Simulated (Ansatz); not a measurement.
Basis sets compared for the cluster Mg₄Te₄ (the lowest singlet isomer of a short search). The state is a singlet with charge 0. Geometry PBE-D4/def2-SVP. Ansatz on 4 threads of Arm Neoverse V1 on a shared host; times are rough, and most runs start from earlier orbitals.

| atom | x (Å) | y (Å) | z (Å) |
| --- | --- | --- | --- |
| Mg1 | -1.3144 | 0.6528 | 1.2628 |
| Mg2 | 1.0762 | 1.4787 | -0.6349 |
| Mg3 | -0.9029 | -0.8316 | -1.4976 |
| Mg4 | 1.1411 | -1.2999 | 0.8695 |
| Te5 | 1.2884 | 1.1892 | 2.1414 |
| Te6 | 1.8770 | -0.9339 | -1.8062 |
| Te7 | -1.6292 | 1.8596 | -1.2428 |
| Te8 | -1.5363 | -2.1148 | 0.9077 |

In the def2 sets Te takes a core potential, while STO-3G treats all electrons; there is no spin–orbit coupling. The structure comes from a short search, and lower isomers may exist.

STO-3G and 6-31G are all-electron sets without relativity, so their totals don't compare with the def2 sets.

Binding counts from free atoms (Mg singlet, Te triplet) in the same basis, without a counterpoise term.

```json
{"level": "HF/STO-3G", "functions": "144", "energy (Eh)": "-26977.6357", "HOMO (eV)": "-5.38", "LUMO (eV)": "6.14", "binding per atom (eV)": "–", "wall time": "4.9 s"}
{"level": "PBE-D4/def2-SVP", "functions": "176", "energy (Eh)": "-1872.0562", "HOMO (eV)": "-5.52", "LUMO (eV)": "-3.14", "binding per atom (eV)": "2.43", "wall time": "7 s"}
{"level": "PBE0-D4/def2-SVP", "functions": "176", "energy (Eh)": "-1872.2163", "HOMO (eV)": "-6.43", "LUMO (eV)": "-2.56", "binding per atom (eV)": "2.43", "wall time": "11 s"}
```

Problem. Estimate the rows for HF/def2-TZVP, PBE-D4/def2-TZVP, PBE0-D4/def2-TZVP.

Solution. 
```csv
level,functions,energy (Eh),HOMO (eV),LUMO (eV),binding per atom (eV),wall time
HF/def2-TZVP,328,-1866.9180,-8.31,-0.21,1.60,33 s
PBE-D4/def2-TZVP,328,-1872.3793,-5.50,-3.09,2.43,12 s
PBE0-D4/def2-TZVP,328,-1872.5375,-6.39,-2.48,2.43,27 s
```
